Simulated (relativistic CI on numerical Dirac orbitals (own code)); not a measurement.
**Fe2+ in a cubic cluster: 2p photoemission with charge transfer**

Computed with a charge-transfer multiplet model of a cubic metal-ligand cluster with up to 2 ligand holes, Slater and spin-orbit integrals from Dirac-Coulomb-Breit ions, Slater integrals scaled by 0.8. The ground state mixes d6 with configurations of k ligand holes L, whose averages lie at kΔ + k(k − 1)U_dd/2; a core hole lowers each added d electron by U_cd. 20 K, Lorentzian 0.6 eV and Gaussian 0.8 eV FWHM.

Atomic integrals in eV (Slater integrals scaled, ζ unscaled), ground: F2dd 8.723, F4dd 5.416, zeta_d 0.049; with the core hole: F2dd 10.208, F4dd 6.385, zeta_d 0.075, zeta_core 8.130, F2cd 5.984, G1cd 4.514, G3cd 2.566.

Cluster parameters (eV): Δ = 6.7, U_dd = 5.3, U_cd = 6.1, 10Dq = 1.6, 10Dq(ligand) = 0.4, final-state hopping factor = 1.

```tsv
Case	n_d	d6	d7L	d8L2	S
V(eg) = 2.25 eV, V(t2g) = -1.19 eV	6.25	0.76	0.22	0.01	0.03
V(eg) = 2.55 eV, V(t2g) = -1.35 eV	6.29	0.73	0.26	0.02	0.02
V(eg) = 3.45 eV, V(t2g) = -1.83 eV	6.41	0.63	0.33	0.04	0.01
```

Weights, n_d and S are thermal averages at 20 K. Binding energies count from the first peak over 30 % of the highest in each spectrum, which can be another peak from case to case. The parameters are a model scan and need not match a compound or its usual spin state. Peaks in eV (height, largest 100):
- V(eg) = 2.25 eV, V(t2g) = -1.19 eV: 0.0 (100), 3.1 (13), 5.6 (6), 7.8 (14), 12.8 (44), 20.5 (6)
- V(eg) = 2.55 eV, V(t2g) = -1.35 eV: 0.0 (100), 3.2 (12), 8.7 (12), 12.8 (44), 21.4 (6)
- V(eg) = 3.45 eV, V(t2g) = -1.83 eV: 0.0 (100), 3.4 (10), 12.8 (43)

For the case V(eg) = 2.55 eV, V(t2g) = -1.35 eV, Δ = 6.7 eV is larger than U_dd = 5.3 eV, the Mott-Hubbard side of the Zaanen-Sawatzky-Allen scheme. With the core hole the average of the configuration with one ligand hole lies at Δ − U_cd = 0.6 eV before mixing: the effective hopping of about 4.9 eV (from the holes of the mixed ground state) is comparable with this gap or larger, so the configurations mix strongly.
